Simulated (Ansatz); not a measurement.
Input file for Ansatz (a first-principles code): U-PBE0/def2-TZVPP on F (SMILES [F]).

Ansatz 0.2 input:
```yaml
crystal:
  periodic: [false, false, false]
  atoms:
    - {symbol: F, position_ang: [0.00000000, 0.00000000, 0.00000000]}
basis:
  gaussian:
    orbitals: def2-TZVPP
hamiltonian:
  xc: {name: PBE0}
magnetization: {spin_polarized: true, initial_magnetization: 1}
```

Output:

```
WARN ansatz: RAYON_NUM_THREADS=1 ignored (pool sized by the plan → 1); use --threads N
Functional definition: PBE0
integrals: 0.00 GiB planned
156 factors; their error is unknown
mean field: 0.06 GiB planned
mean field evaluation 1: about -2712.2073 eV, gradient 7.1e0 eV
mean field evaluation 2: about -2712.2961 eV, gradient 2.3e0 eV
mean field evaluation 4: about -2712.3096 eV, gradient 4.9e-2 eV
mean field evaluation 8: about -2712.3268 eV, gradient 1.9e-3 eV
mean field -2712.32683015 eV, -99.6761725267 hartree, gradient 5.5e-6 eV, S^2 0.751638; 0 other end points of the search recorded, 0 dependent functions left out
reference -2712.32683637 eV, -99.6761727553 hartree; 5, 4 occupied and 26, 27 virtual orbitals, 156 factors
Total energy: -2712.32683637 eV, -99.6761727553 hartree
```

Self-consistency was reached.

Cost: roughly 0.28 core-seconds.
